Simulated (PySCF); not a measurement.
C₄H₄F₂. Atoms are numbered in the order given.

```xyz
10

F      1.8946    -0.5154    -0.2801
C      0.6620    -0.0264    -0.3640
C     -0.0870     0.4693    -1.3717
C     -1.2708     0.7234    -0.4445
C     -0.3408     0.2512     0.7258
F     -0.7890    -0.8230     1.4670
H      0.0887     0.6717    -2.4367
H     -2.1307     0.0351    -0.5740
H     -1.6372     1.7695    -0.3741
H     -0.0520     1.0641     1.4299
```

Geometry: PBE-D3(BJ)/def2-SVP. The structure was generated by enumeration; whether it is a known compound was not checked.

Method: PBE/pcSseg-1 (PySCF).

GIAO shieldings, no solvent; atoms listed in one row are averaged. δ = σ(ref) − σ: ¹⁹F against CFCl3 (σ = 133.6 ppm); ¹³C against TMS (σ = 182.0 ppm); ¹H against TMS (σ = 31.49 ppm), references at their B3LYP-D3(BJ)/def2-TZVP geometries, non-relativistic.

```tsv
nucleus	atoms	count	δ (ppm)
¹⁹F	F1	1	-98.9
¹⁹F	F6	1	-216.8
¹³C	C2	1	165.5
¹³C	C3	1	116.1
¹³C	C5	1	98.6
¹³C	C4	1	37.3
¹H	H10	1	6.07
¹H	H7	1	5.61
¹H	H9	1	2.95
¹H	H8	1	2.80
```
